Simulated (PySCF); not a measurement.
Species: C5H7FS.
Structure used (GFN2-xTB), in Å, numbered top down from 1:
```
atom  x, y, z in Å
C1    -1.0660   -0.7621    0.7161
C2    -0.3768   -0.0212   -0.4257
C3    -0.2302    1.4700   -0.1389
F4    -1.1738   -0.1555   -1.5567
C5     0.9644   -0.6511   -0.7595
C6     1.9681   -0.7135    0.0563
S7     3.1600   -0.7742    1.0577
H8    -1.1733   -1.8151    0.4674
H9    -0.4749   -0.6702    1.6225
H10   -2.0543   -0.3401    0.8835
H11    0.2438    1.9668   -0.9821
H12   -1.2116    1.9108    0.0201
H13    0.3799    1.6158    0.7475
H14    1.0442   -1.0608   -1.7551
```

The closed-shell SCF was solved with PySCF and density fitting under several settings on one GFN2-xTB geometry (grid level 2 and gas phase unless stated).

```csv
settings,basis functions,SCF cycles,E (Eh),HOMO (eV),LUMO (eV),dipole (D)
PBE0/pcSseg-1,161,14,-692.2147,-6.56,-2.37,0.91
PBE0/def2-SVPD,206,14,-691.9448,-6.58,-2.42,0.89
"PBE0/Sadlej pVTZ, start guess sap, energy threshold 1e-06 Eh",239,15,-692.3409,-6.54,-2.37,0.87
"PW91/ANO-RCC-VDZP, fitting basis def2-universal-jkfit, start guess sap",137,18,-692.4521,-5.43,-3.23,0.90
"revPBE/6-311G**, start guess vsap, level shift 0.3 Eh",176,18,-692.6593,-5.35,-3.11,0.78
"PBE0/STO-3G, start guess sap, energy threshold 1e-08 Eh",46,16,-684.0854,-3.40,1.29,0.76
```

Task: Estimate the rows for these settings: (1) wB97X-D/IGLO-II, IEF-PCM dimethylsulfoxide, level shift 0.1 Eh; (2) BP86/IGLO-II, IEF-PCM tetrahydrofuran, energy threshold 1e-08 Eh; (3) OPBE/cc-pVDZ.

Result: 
```tsv
settings	basis functions	SCF cycles	E (Eh)	HOMO (eV)	LUMO (eV)	dipole (D)
wB97X-D/IGLO-II, IEF-PCM dimethylsulfoxide, level shift 0.1 Eh	209	12	-692.6949	-8.21	-0.43	1.08
BP86/IGLO-II, IEF-PCM tetrahydrofuran, energy threshold 1e-08 Eh	209	10	-692.8379	-5.43	-3.19	1.04
OPBE/cc-pVDZ	137	16	-692.6009	-5.31	-3.02	0.80
```

Task: Over all rows, what range does the HOMO–LUMO gap span?

Result: From 2.20 eV (PW91/ANO-RCC-VDZP, fitting basis def2-universal-jkfit, start guess sap) to 7.78 eV (wB97X-D/IGLO-II, IEF-PCM dimethylsulfoxide, level shift 0.1 Eh). The functional of the narrowest has no exact exchange, that of the widest range-separated exact exchange.

Task: Compare two rows with the functional PBE0: PBE0/STO-3G, start guess sap, energy threshold 1e-08 Eh and PBE0/pcSseg-1. Which energy is lower, and by how much?

Result: PBE0/pcSseg-1 (161 functions) lies 8.1293 Eh or 5101 kcal/mol below PBE0/STO-3G, start guess sap, energy threshold 1e-08 Eh (46 functions).

wB97X-D ran without the empirical dispersion term, which would shift the total energy alone. Cycle counts include a coarse-grid stage where the run had one. All basis functions are spherical, in the Pople sets too. ANO-RCC sets were contracted for a scalar-relativistic Hamiltonian, but ran non-relativistically here. One conformer (not necessarily the lowest) at the GFN2-xTB geometry, without vibrations or thermal averaging.
